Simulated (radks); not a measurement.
Values are calculated unless marked as measured or tabulated.
Task: The mean radii <r> (bohr) of the occupied orbitals of an atom or ion are listed with their occupations. Code: a radial shooting solver on a logarithmic mesh with Libxc functionals. Model: Dirac Kohn-Sham, PBE, spin-unpolarised, spherical densities, point nucleus.

orbital  occ.     <r>
1s1/2       1  0.1002

Name the element and its charge. Open shells, if any, are shared by 2j + 1.

Result: Z = 15, phosphorus, charge +14: P14+ in 1s1. The 1s radius gives Z: for a bare nucleus <r> = (2 gamma + 1)/(2Z) with gamma = sqrt(1 - (Z/c)^2), 0.0996 bohr for Z = 15, and the self-interaction of the functional makes it slightly larger (0.1002 here). The occupations add up to 1, and the charge is Z minus that.
